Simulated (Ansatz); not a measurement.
```yaml
crystal:
  periodic: [false, false, false]
  atoms:
    - {symbol: N, position_ang: [2.574841, -0.466190, 1.136426]}
    - {symbol: C, position_ang: [1.786266, -0.252461, 0.319301]}
    - {symbol: N, position_ang: [0.843425, -0.028149, -0.592673]}
    - {symbol: Si, position_ang: [-0.866450, -0.232464, -0.272711]}
    - {symbol: O, position_ang: [-1.566515, 1.048332, 0.460758]}
    - {symbol: H, position_ang: [1.162524, 0.459126, -1.418020]}
    - {symbol: H, position_ang: [-1.496332, -0.328581, -1.602162]}
    - {symbol: H, position_ang: [-0.953478, -1.450139, 0.560971]}
    - {symbol: H, position_ang: [-1.395783, 1.204225, 1.391108]}
basis:
  gaussian: {orbitals: def2-TZVPPP, nuclear_model: gaussian}
hamiltonian: {xc: {name: wPBEh}}
scf: {lower_state_search: off}
output: {forces: true}
```

```sh
$ ansatz run in.yaml --threads 2 --pin off --events-out ev --progress --plain --max-ram 4352MiB
```

Q: How does Ansatz answer? (Best estimate.)

A: Computed: The program refused the input.
```
Error: <dir> can't be read: No such file or directory (os error 2)
```
